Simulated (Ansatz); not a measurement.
Molecule: SnBr (charge +1, singlet). 
Structure (B3LYP-D3(BJ)/def2-TZVP (Ansatz, an electronic-structure program) minimum search):
SMILES: [Br][Sn+]
```xyz
2

Sn     0.0000     0.0000    -0.9977
Br     0.0000     0.0000     1.4252
```
Charge +1, spin multiplicity 1.

Basis-set convergence of Hartree-Fock and CCSD correlation energies (hartree) with Ansatz. Correlated levels leave the core frozen unless marked. Spin-orbit coupling is left out. The frozen core is the preceding noble-gas configuration, with the filled d and f shells of earlier blocks. Past Kr the def2 sets carry scalar-relativistic core potentials.

```
basis        functions        E(HF)  E(corr, CCSD)
-----------  ---------  -----------  -------------
def2-SVPD           73  -2785.25732       -0.19053
def2-TZVPPD        113  -2785.57821       -0.23543
def2-QZVPPD        186  -2785.62872       -0.25470
```

Extrapolating the two largest sets (X = 3 and 4) as X^-3: E(corr) = (64·(-0.25470) - 27·(-0.23543))/37 = -0.2688 Eh, an estimate of the basis-set limit. The largest set recovers 94.8 % of it, the smallest 70.9 %.
